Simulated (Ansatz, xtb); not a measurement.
# Loss of H2: CH6GeO → CH4GeO + H2

Species: CH6GeO `C[O][GeH3]`, singlet; CH4GeO `C[O][GeH]`, singlet; H2 (hydrogen), singlet. 

Shapes, held fixed at every level: PBE0-D4/def2-TZVP. Flexible molecules stand in one conformer, not always the lowest. Programs: Ansatz 0.2.0, xtb 6.7.1. The zero-point and thermal change to 298 K, harmonic and unscaled (PBE0-D4/def2-TZVP), is -11.5 kJ/mol.

(1) Estimate ΔH(298 K) of this reaction.

Results:

(1) The highest level, CCSD(T)/def2-TZVPP, gives ΔH(298 K) = +111.1 kJ/mol; the levels span +94.9 to +162.0. The column of differences is taken from that level and isn't an error. No measured value is set beside it here. Relativity is left out for Ge. Outer-core shells of Ge are correlated in most correlated rows, in sets that cover them unevenly. Times are processor times on shared x86 and Arm servers, and rough.

```json
{"level": "GFN1-xTB", "kind": "semi-empirical", "ΔH(298 K) (kJ/mol)": "+162.0", "less CCSD(T)/def2-TZVPP": "+50.9", "CPU time (sum over the molecules)": "0.099 s"}
{"level": "HF/def2-TZVPP", "kind": "Hartree–Fock", "ΔH(298 K) (kJ/mol)": "+115.8", "less CCSD(T)/def2-TZVPP": "+4.7", "CPU time (sum over the molecules)": "–"}
{"level": "SPW92/def2-TZVPP", "kind": "LDA", "ΔH(298 K) (kJ/mol)": "+120.8", "less CCSD(T)/def2-TZVPP": "+9.7", "CPU time (sum over the molecules)": "3.7 s"}
{"level": "r2SCAN-D4/def2-TZVPP", "kind": "meta-GGA", "ΔH(298 K) (kJ/mol)": "+108.0", "less CCSD(T)/def2-TZVPP": "-3.1", "CPU time (sum over the molecules)": "14 s"}
{"level": "wB97M-V/def2-TZVPP", "kind": "range-separated hybrid", "ΔH(298 K) (kJ/mol)": "+96.2", "less CCSD(T)/def2-TZVPP": "-14.9", "CPU time (sum over the molecules)": "31 s"}
{"level": "B2PLYP/def2-TZVPP", "kind": "double hybrid", "ΔH(298 K) (kJ/mol)": "+94.9", "less CCSD(T)/def2-TZVPP": "-16.2", "CPU time (sum over the molecules)": "14 s"}
{"level": "CCSD(T)/def2-SVP", "kind": "coupled cluster or CI", "ΔH(298 K) (kJ/mol)": "+109.7", "less CCSD(T)/def2-TZVPP": "-1.4", "CPU time (sum over the molecules)": "11 s"}
{"level": "CCSD/def2-TZVPP", "kind": "coupled cluster or CI", "ΔH(298 K) (kJ/mol)": "+114.4", "less CCSD(T)/def2-TZVPP": "+3.3", "CPU time (sum over the molecules)": "–"}
{"level": "CCSD(T)/def2-TZVPP", "kind": "coupled cluster or CI", "ΔH(298 K) (kJ/mol)": "+111.1", "less CCSD(T)/def2-TZVPP": "0.0", "CPU time (sum over the molecules)": "2.5 min"}
```
